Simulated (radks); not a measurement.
The numbers below are computed, except where a source is named.
Task: These are the eigenvalues of the occupied orbitals of an atom or ion with whole-number occupations (hartree). Level of theory: Dirac Kohn-Sham, PBE, spin-unpolarised, spherical densities, point nucleus (a radial shooting solver on a logarithmic mesh with Libxc functionals).

orbital  eigenvalue
1s1/2     -1423.396
2s1/2     -226.8913
2p1/2     -213.9979
2p3/2     -198.8154
3s1/2     -48.89865
3p1/2     -43.46548
3p3/2     -40.50637
3d3/2     -30.99492
3d5/2     -30.36191
4s1/2     -10.24835
4p1/2      -8.24936
4p3/2      -7.61984
4d3/2      -4.34381
4d5/2      -4.23449
5s1/2      -1.89147
5p1/2      -1.34748
5p3/2      -1.25418
5d3/2      -0.54519
5d5/2      -0.53625

Which element is it, and in what charge state? The configuration may be excited. Open shells, if any, are shared by 2j + 1.

Result: Z = 57, lanthanum, charge +2: La2+ in [Xe] 5d1. The list shows which subshells hold electrons but not how many an open one holds; the 1s level, -1423.4 hartree, gives Z - s = 53.4 by -(Z - s)^2/2, which with screening and relativity narrows Z to a few neighbours, and the depths of the outer levels then fix element, charge and occupations together.
